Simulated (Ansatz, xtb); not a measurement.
**C3H3B+: where a starting geometry ends**

The starting geometry of this gas-phase doublet was built from a drawn formula by distance geometry and a force field; its bonds are those of `[B+]=C=C[CH2]`.

```yaml
atoms:
  - { symbol: C, position_ang: [-0.2566, -0.5133, -0.7866] }
  - { symbol: C, position_ang: [0.1342, -0.6780, 0.4373] }
  - { symbol: C, position_ang: [0.2633, -2.0646, 1.0237] }
  - { symbol: B, position_ang: [-0.5016, -0.2928, -2.1732] }
  - { symbol: H, position_ang: [0.3572, 0.1876, 1.0428] }
  - { symbol: H, position_ang: [-0.6907, -2.6059, 0.9739] }
  - { symbol: H, position_ang: [1.0730, -2.6398, 0.4351] }
```

**Question.** Predict what it relaxes into with r2SCAN-D4/def2-SVP.

**Answer.** A new bond forms, giving a structure given below by its coordinates. Contacts that close: C1–C3 (2.44 → 1.58 Å).

The energy falls by 1.42 eV over 16 steps:

| step | E − E(last) (eV) |
| --- | --- |
| 1 | 1.416 |
| 3 | 0.788 |
| 4 | 0.452 |
| 6 | 0.107 |
| 8 | 0.032 |
| 9 | 0.027 |
| 11 | 0.006 |
| 13 | 0.001 |
| 14 | 0.000 |
| 16 | 0.000 |

Final geometry (Å):

```yaml
atoms:
  - { symbol: C, position_ang: [-0.1509, -0.8318, -0.6290] }
  - { symbol: C, position_ang: [0.2015, -0.5170, 0.6236] }
  - { symbol: C, position_ang: [0.1303, -1.9489, 0.4572] }
  - { symbol: B, position_ang: [-0.5216, -0.6033, -1.9853] }
  - { symbol: H, position_ang: [0.4012, 0.3281, 1.2916] }
  - { symbol: H, position_ang: [-0.7395, -2.5010, 0.8464] }
  - { symbol: H, position_ang: [1.0578, -2.5327, 0.3485] }
```

From the same start GFN2-xTB reaches the same bonding as this run.

No frequencies were run, so the end isn't proven a minimum. Open shells are spin-unrestricted. Run with Ansatz 0.2.0, 2.3 min on 1 thread of AMD EPYC (Zen 3) (shared host).
